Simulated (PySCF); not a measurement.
SnHF3, optimised at GFN2-xTB:

```xyz
5

Sn    -0.1034     0.0425     0.0370
F      0.0695     0.7005    -1.7507
F      0.0627    -1.8497    -0.1879
F      1.5683     0.5252     0.8318
H     -1.4657     0.5519     0.8622
```

Energies from PySCF (xtb for GFN2), thermal terms from the rigid-rotor harmonic-oscillator model, ideal gas at 1 bar. All species are closed-shell singlets. Sn: scalar-relativistic def2 core potential, no spin-orbit coupling. SnHF3: computed as isolated molecules; such fragments, hydroxides, amides, oligomers or adducts are transient or little studied in the gas.

Problem. List the harmonic frequencies (cm⁻¹, unscaled) at this level and at the other levels, each on its own geometry.

Solution. 
- GFN2-xTB: 107, 107, 122, 335, 335, 344, 452, 452, 1549
- PBE/def2-SVP: 156, 158, 187, 508, 509, 619, 639, 639, 1913
- PBE0/def2-TZVP: 168, 169, 199, 523, 523, 657, 663, 663, 2039
